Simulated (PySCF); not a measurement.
**Successive ionisation energies of cadmium**

Calculated with PySCF 2.14, two-component X2C-1e (Gaussian nucleus, no Breit or QED terms), each ion in its own even-tempered basis; GMP2 freezes the deep shells of the larger ions and drops the highest virtual spinors; eV.

| ion | configuration | GHF (spin-free) | GHF (screened spin-orbit) | GMP2 (screened spin-orbit) | NIST | kind |
| --- | --- | --- | --- | --- | --- | --- |
| Cd³⁷⁺ | [Ne] 3s1 | 2498.5 | 2498.5 | 2499.2 | 2498.62 ± 0.08 | semi-empirical |
| Cd³⁸⁺ | [Ne] | 5898.5 | 5835.2 | 5836.7 | 5839 ± 3 | semi-empirical |
| Cd³⁹⁺ | [He] 2s2 2p5 | 6094.1 | 6036.2 | 6037.7 | 6039 ± 9 | semi-empirical |
| Cd⁴⁰⁺ | [He] 2s2 2p4 | 6292.3 | 6258.3 | 6258.0 | 6257 ± 12 | semi-empirical |
| Cd⁴¹⁺ | [He] 2s2 2p3 | 6559.0 | 6467.5 | 6466.9 | 6460 ± 40 | semi-empirical |
| Cd⁴²⁺ | [He] 2s2 2p2 | 6763.5 | 6885.7 | 6888.1 | 6869 ± 8 | semi-empirical |
| Cd⁴³⁺ | [He] 2s2 2p1 | 6970.9 | 7121.2 | 7119.6 | 7109 ± 5 | semi-empirical |
| Cd⁴⁴⁺ | [He] 2s2 | 7413.5 | 7413.5 | 7419.6 | 7414 ± 7 | semi-empirical |
| Cd⁴⁵⁺ | [He] 2s1 | 7613.6 | 7613.6 | 7613.8 | 7607.9 | theoretical |
| Cd⁴⁶⁺ | 1s2 | 31498.5 | 31498.5 | 31500.0 | 31451.1 | theoretical |
| Cd⁴⁷⁺ | 1s1 | 32371.4 | 32371.4 | 32371.4 | 32341.6 | theoretical |

**Question.** Where is the largest relative jump?

**Answer.** From Cd⁴⁵⁺ to Cd⁴⁶⁺: 7613.8 to 31500.0 eV, where the electron removed from 1s2 comes from a deeper shell or subshell.
